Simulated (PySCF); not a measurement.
## `C=CCC[C@@H](C)O`, C$_{6}$H$_{12}$O

Molfile (atoms numbered from 1):
```
C6H12O
     RDKit          3D

 19 18  0  0  0  0  0  0  0  0999 V2000
    3.1964    1.0580   -0.1796 C   0  0  0  0  0  0  0  0  0  0  0  0
    2.2684    0.1000   -0.1614 C   0  0  0  0  0  0  0  0  0  0  0  0
    0.9645    0.1613    0.5665 C   0  0  0  0  0  0  0  0  0  0  0  0
   -0.2446    0.0549   -0.3590 C   0  0  0  0  0  0  0  0  0  0  0  0
   -1.5673   -0.0547    0.3944 C   0  0  1  0  0  0  0  0  0  0  0  0
   -2.7628   -0.0933   -0.5433 C   0  0  0  0  0  0  0  0  0  0  0  0
   -1.5708   -1.1598    1.2721 O   0  0  0  0  0  0  0  0  0  0  0  0
    4.1291    0.9438   -0.7381 H   0  0  0  0  0  0  0  0  0  0  0  0
    3.0584    1.9942    0.3714 H   0  0  0  0  0  0  0  0  0  0  0  0
    2.4525   -0.8195   -0.7335 H   0  0  0  0  0  0  0  0  0  0  0  0
    0.9001   -0.6656    1.2946 H   0  0  0  0  0  0  0  0  0  0  0  0
    0.9048    1.0946    1.1511 H   0  0  0  0  0  0  0  0  0  0  0  0
   -0.2772    0.9225   -1.0391 H   0  0  0  0  0  0  0  0  0  0  0  0
   -0.1389   -0.8340   -1.0108 H   0  0  0  0  0  0  0  0  0  0  0  0
   -1.6635    0.8248    1.0547 H   0  0  0  0  0  0  0  0  0  0  0  0
   -2.8247    0.8170   -1.1585 H   0  0  0  0  0  0  0  0  0  0  0  0
   -3.6949   -0.1919    0.0314 H   0  0  0  0  0  0  0  0  0  0  0  0
   -2.6906   -0.9541   -1.2301 H   0  0  0  0  0  0  0  0  0  0  0  0
   -1.5293   -1.9582    0.7326 H   0  0  0  0  0  0  0  0  0  0  0  0
  1  2  2  0
  2  3  1  0
  3  4  1  0
  4  5  1  0
  5  6  1  0
  5  7  1  0
  1  8  1  0
  1  9  1  0
  2 10  1  0
  3 11  1  0
  3 12  1  0
  4 13  1  0
  4 14  1  0
  5 15  1  1
  6 16  1  0
  6 17  1  0
  6 18  1  0
  7 19  1  0
M  END
```

Computed, not measured: PySCF, quadratic response CAM-B3LYP/aug-cc-pVDZ first hyperpolarisability, Taylor convention, gas phase. Geometry: PBE0-D3(BJ)/def2-SVP.

Q: Give β for the processes computed.

A: In 10⁻³⁰ esu, Taylor convention; the vector part is βᵢ = ⅓ Σⱼ (βᵢⱼⱼ + βⱼᵢⱼ + βⱼⱼᵢ); β∥ is 3/5 of the vector part along the dipole, the dipole points from − to +:
| process | λ (nm) | β vector norm | β∥ | β HRS | depolarisation ratio |
| --- | --- | --- | --- | --- | --- |
| static β(0;0,0) | ∞ | 1.49 | -0.42 | 0.57 | 6.83 |
| second harmonic β(−2ω;ω,ω) | 1907 | 1.56 | -0.43 | 0.60 | 6.77 |
| Pockels β(−ω;ω,0) | 1907 | 1.51 | -0.42 | – | – |
| second harmonic β(−2ω;ω,ω) | 1064 | 1.73 | -0.47 | 0.66 | 6.64 |
| Pockels β(−ω;ω,0) | 1064 | 1.56 | -0.44 | – | – |

Q: Which lowest excitations, dipole and polarisabilities go with it?

A: S1 6.49 eV (f = 0.038); S2 6.71 eV (f = 0.020); S3 6.87 eV (f = 0.004); dipole 1.55 D; isotropic α 82.9 au static, 83.1 au at 1907 nm, 83.6 au at 1064 nm, 83.8 au at 953.5 nm, 85.9 au at 532 nm.
